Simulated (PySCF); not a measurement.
C$_{5}$H$_{9}$O, doublet, at a GFN2-xTB geometry; DF-REVPBE/STO-3G (PySCF).

PySCF was given this input:
```python
from pyscf import gto, scf, dft

mol = gto.Mole()
mol.atom = '''
    C    -1.43137218    1.51114528    0.66582793
    C    -0.61008007    0.25541855    0.38791818
    C    -1.37077313   -0.70046081   -0.52438665
    C     0.73765026    0.65344583   -0.25111445
    C     1.72487285   -0.44051030   -0.35919385
    O     1.73902799   -1.57162674    0.01451142
    H    -2.38147449    1.24444166    1.12306842
    H    -0.90363448    2.18062534    1.34171183
    H    -1.63580895    2.04503542   -0.26017168
    H    -0.39969186   -0.25246811    1.33493460
    H    -1.59512963   -0.22231892   -1.47636432
    H    -2.30811202   -1.00034179   -0.06160407
    H    -0.78391031   -1.59534713   -0.71535372
    H     1.21810368    1.44074148    0.33692119
    H     0.57564781    1.05841485   -1.25354047
'''
mol.basis = 'sto-3g'
mol.spin = 1
mol.verbose = 4
mol.build()

mf = dft.UKS(mol)
mf.xc = 'revpbe'
mf = mf.density_fit(auxbasis='def2-universal-jkfit')
mf.kernel()
```

The log (banner, timings and long lists left out):

```
PySCF version 2.14.0

[INPUT] verbose = 4
[INPUT] num. atoms = 15
[INPUT] num. electrons = 47
[INPUT] charge = 0
[INPUT] spin (= nelec alpha-beta = 2S) = 1
[INPUT] symmetry False subgroup None
[INPUT] Mole.unit = angstrom
[INPUT] Symbol           X                Y                Z      unit          X                Y                Z       unit  Magmom
[INPUT]  1 C     -1.431372180000   1.511145280000   0.665827930000 AA   -2.704901402522   2.855650713629   1.258232433786 Bohr   0.0
[INPUT]  2 C     -0.610080070000   0.255418550000   0.387918180000 AA   -1.152884246355   0.482671106634   0.733059118940 Bohr   0.0
[INPUT]  3 C     -1.370773130000  -0.700460810000  -0.524386650000 AA   -2.590385794613  -1.323679091891  -0.990947151878 Bohr   0.0
[INPUT]  4 C      0.737650260000   0.653445830000  -0.251114450000 AA    1.393956967114   1.234833655939  -0.474537536421 Bohr   0.0
[INPUT]  5 C      1.724872850000  -0.440510300000  -0.359193850000 AA    3.259537286198  -0.832443822050  -0.678778002128 Bohr   0.0
[INPUT]  6 O      1.739027990000  -1.571626740000   0.014511420000 AA    3.286286624053  -2.969944108643   0.027422609479 Bohr   0.0
[INPUT]  7 H     -2.381474490000   1.244441660000   1.123068420000 AA   -4.500334558738   2.351653915399   2.122291732948 Bohr   0.0
[INPUT]  8 H     -0.903634480000   2.180625340000   1.341711830000 AA   -1.707621683914   4.120784672887   2.535467896789 Bohr   0.0
[INPUT]  9 H     -1.635808950000   2.045035420000  -0.260171680000 AA   -3.091230907612   3.864556858835  -0.491653220568 Bohr   0.0
[INPUT] 10 H     -0.399691860000  -0.252468110000   1.334934600000 AA   -0.755308149618  -0.477095583087   2.522660788206 Bohr   0.0
[INPUT] 11 H     -1.595129630000  -0.222318920000  -1.476364320000 AA   -3.014358133879  -0.420121871109  -2.789924224880 Bohr   0.0
[INPUT] 12 H     -2.308112020000  -1.000341790000  -0.061604070000 AA   -4.361699582617  -1.890372014057  -0.116414820459 Bohr   0.0
[INPUT] 13 H     -0.783910310000  -1.595347130000  -0.715353720000 AA   -1.481375792123  -3.014769149311  -1.351822612989 Bohr   0.0
[INPUT] 14 H      1.218103680000   1.440741480000   0.336921190000 AA    2.301882346525   2.722606813501   0.636688774663 Bohr   0.0
[INPUT] 15 H      0.575647810000   1.058414850000  -1.253540470000 AA    1.087816705106   2.000114192673  -2.368848174359 Bohr   0.0

nuclear repulsion = 231.604619092887
number of shells = 27
number of NR pGTOs = 117
number of NR cGTOs = 39
basis = sto-3g
ecp = {}

******** <class 'pyscf.df.df_jk.DFUKS'> ********
method = DFUKS
initial guess = minao
damping factor = 0
level_shift factor = 0
DIIS = <class 'pyscf.scf.diis.CDIIS'>
diis_start_cycle = 1
diis_space = 8
diis_damp = 0
SCF conv_tol = 1e-09
SCF conv_tol_grad = None
SCF max_cycles = 50
direct_scf = False
number electrons alpha = 24  beta = 23
XC library pyscf.dft.libxc version 7.1.2
    S. Lehtola, C. Steigemann, M. J. T. Oliveira, and M. A. L. Marques,  SoftwareX 7, 1–5 (2018)
XC functionals = revpbe
    Y. Zhang and W. Yang,  Phys. Rev. Lett. 80, 890 (1998)
    J. P. Perdew, K. Burke, and M. Ernzerhof,  Phys. Rev. Lett. 77, 3865 (1996)
    J. P. Perdew, K. Burke, and M. Ernzerhof,  Phys. Rev. Lett. 78, 1396 (1997)
radial grids:
    Treutler-Ahlrichs [JCP 102, 346 (1995); DOI:10.1063/1.469408] (M4) radial grids

becke partition: Becke, JCP 88, 2547 (1988); DOI:10.1063/1.454033
pruning grids: <function nwchem_prune>
grids dens level: 3
symmetrized grids: False
atomic radii adjust function: <function treutler_atomic_radii_adjust>
small_rho_cutoff = 0
Set gradient conv threshold to 3.16228e-05
tot grids = 172944
init E= -268.116478601441

cycle= 1 E= -267.564213953241  delta_E= 0.552  |g|= 0.382  |ddm|= 3.43
cycle= 2 E= -266.791241385428  delta_E= 0.773  |g|= 1.23  |ddm|= 1.62
cycle= 3 E= -267.652529886815  delta_E= -0.861  |g|= 0.0871  |ddm|= 1.26
cycle= 4 E= -267.656969329775  delta_E= -0.00444  |g|= 0.0179  |ddm|= 0.133
cycle= 5 E= -267.657161548898  delta_E= -0.000192  |g|= 0.00319  |ddm|= 0.0257
cycle= 6 E= -267.657167629483  delta_E= -6.08e-06  |g|= 0.00116  |ddm|= 0.00524
cycle= 7 E= -267.65716837768  delta_E= -7.48e-07  |g|= 0.000362  |ddm|= 0.00148
cycle= 8 E= -267.657168474205  delta_E= -9.65e-08  |g|= 5.92e-05  |ddm|= 0.000557
cycle= 9 E= -267.657168480571  delta_E= -6.37e-09  |g|= 3.21e-05  |ddm|= 0.000201
cycle= 10 E= -267.65716848143  delta_E= -8.59e-10  |g|= 1.51e-05  |ddm|= 6.33e-05
Extra cycle  E= -267.657168481312  delta_E= 1.18e-10  |g|= 2.36e-05  |ddm|= 4.84e-05
converged SCF energy = -267.657168481312  <S^2> = 0.7505718  2S+1 = 2.0005717
```
